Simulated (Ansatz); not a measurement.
Relaxation of HS$_{2}$Te (4 atoms, charge 0, multiplicity 2), to a largest force component of 0.02 eV/Å in at most 50 steps.

The calculation used UHF/def2-SVP in Ansatz 0.2.0.

```xyz
4
Properties=species:S:1:pos:R:3
S -0.359 1.174 -0.295
S -0.369 -0.724 0.531
Te 1.819 -1.287 1.121
H -1.656 -1.094 0.199
```

Q: Where does it end, and by what steps?

A: The forces met the threshold. The force dipped under the threshold on the way, but the program's further checks kept it going. After 24 steps the energy has fallen by 2.230 eV; Te3 moved furthest, 1.27 Å. Parted: S2–Te3.

| step | energy less start (eV) | largest force component (eV/Å) | accepted |
| --- | --- | --- | --- |
| 0 | 0.0000 | 3.832 | yes |
| 1 | -0.9038 | 2.095 | yes |
| 2 | -1.3063 | 1.800 | yes |
| 3 | -1.5655 | 0.942 | yes |
| 4 | -1.6882 | 0.452 | yes |
| 5 | -1.7433 | 0.169 | yes |
| 6 | -1.7625 | 0.047 | yes |
| 7 | -1.7628 | 0.063 | yes |
| 8 | -1.7636 | 0.031 | yes |
| 9 | -1.7647 | 0.035 | yes |
| 10 | -1.7665 | 0.098 | yes |
| 11 | -1.7672 | 0.095 | yes |
| 12 | -1.7679 | 0.071 | yes |
| 13 | -1.7682 | 0.055 | yes |
| 14 | -1.7684 | 0.026 | yes |
| 15 | -1.7685 | 0.010 | yes |
| 16 | -1.7687 | 0.024 | yes |
| 17 | -1.7664 | 0.316 | no |
| 18 | -1.7670 | 0.107 | no |
| 19 | -1.7689 | 0.007 | yes |
| 20 | -1.7692 | 0.028 | yes |
| 21 | -1.7693 | 0.055 | yes |
| 22 | -1.7693 | 0.035 | yes |
| 23 | -1.7694 | 0.001 | yes |
| 24 | -2.2296 | 0.003 | yes |

```xyz
4
Properties=species:S:1:pos:R:3
S -0.998 1.396 -0.611
S -1.021 -0.054 0.776
Te 2.716 -2.152 1.386
H -1.261 -1.121 0.004
```

The run took 120 s on 1 thread of Arm Neoverse V2, with other jobs on the host, peak memory 0.24 GiB.
